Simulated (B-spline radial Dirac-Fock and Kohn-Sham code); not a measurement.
Ir¹⁴⁺: eigenvalues, ΔSCF and the reference

System: iridium as Ir¹⁴⁺, configuration [Kr] 4d10 4f14 5s2 5p1.

The density-functional columns are spherical, spin-unpolarised Dirac-Kohn-Sham results without Breit or QED terms: −ε is minus the orbital energy of the initial state and ΔSCF the difference of two total energies. The reference in the last column comes from ΔSCF Dirac-Fock with Breit, self-energy and vacuum polarisation, finite nucleus, configuration average. All numbers are from a radial atomic solver, in eV; a selection of levels is shown. For the 1s level of heavy atoms much of the gap between ΔSCF and the reference is the Breit and QED part, -399.0 eV here; for other levels the error of the functional can be larger.

```csv
level,LDA −ε,LDA ΔSCF,Dirac-Fock
1s,76204.9,76799.6,76411.9
2s,13553.1,13669.2,13725.9
2p1/2,13003.6,13151.3,13125.3
2p3/2,11377.2,11503.5,11515.6
3s,3377.7,3416.7,3473.2
3p1/2,3129.9,3171.4,3206.6
3p3/2,2773.6,2811.6,2849.8
3d3/2,2357.0,2401.4,2411.4
3d5/2,2279.8,2323.0,2335.7
4s,931.6,952.8,985.5
4p1/2,826.8,847.8,872.0
4p3/2,741.9,762.1,787.0
4d3/2,568.9,588.9,602.0
4d5/2,553.1,572.7,586.2
4f5/2,331.4,350.4,347.7
4f7/2,328.1,347.0,344.6
5s,347.9,360.3,353.5
5p,297.7,309.1,305.9
```

Values without a named source are computed, but for edge energies of neutral atoms, which are taken from tables.
